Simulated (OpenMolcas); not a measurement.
# How basis sets differ on CH4AlClO (SMILES C[O][AlH][Cl])

The species is CH4AlClO (8 atoms), meant as a singlet with charge 0. As SMILES, `C[O][AlH][Cl]`. The coordinates come from a PBE0-D4/def2-TZVP relaxation. This is one conformer, not always the lowest.

Quantity: the HOMO–LUMO gap, in eV. The values are calculated.

```json
{"level": "HF/ANO-RCC-MB (DKH2)", "kind": "Hartree–Fock", "program": "OpenMolcas", "value (eV)": "14.03", "CPU time": "4.5 s"}
{"level": "HF/STO-3G", "kind": "Hartree–Fock", "program": "OpenMolcas", "value (eV)": "17.47", "CPU time": "1.3 s"}
{"level": "HF/3-21G", "kind": "Hartree–Fock", "program": "OpenMolcas", "value (eV)": "13.93", "CPU time": "1.7 s"}
{"level": "HF/6-31G* (spherical functions)", "kind": "Hartree–Fock", "program": "OpenMolcas", "value (eV)": "14.22", "CPU time": "4.3 s"}
{"level": "HF/ANO-RCC-VDZP (DKH2, RICD fitting)", "kind": "Hartree–Fock", "program": "OpenMolcas", "value (eV)": "14.69", "CPU time": "9.8 s"}
```

The values span 13.93 to 17.47 eV. A Hartree–Fock LUMO above zero doesn't converge with the basis: it sinks as sets grow more diffuse. Orbital gaps aren't excitation energies. CPU times are rough (shared hosts, several kinds of processor and program).
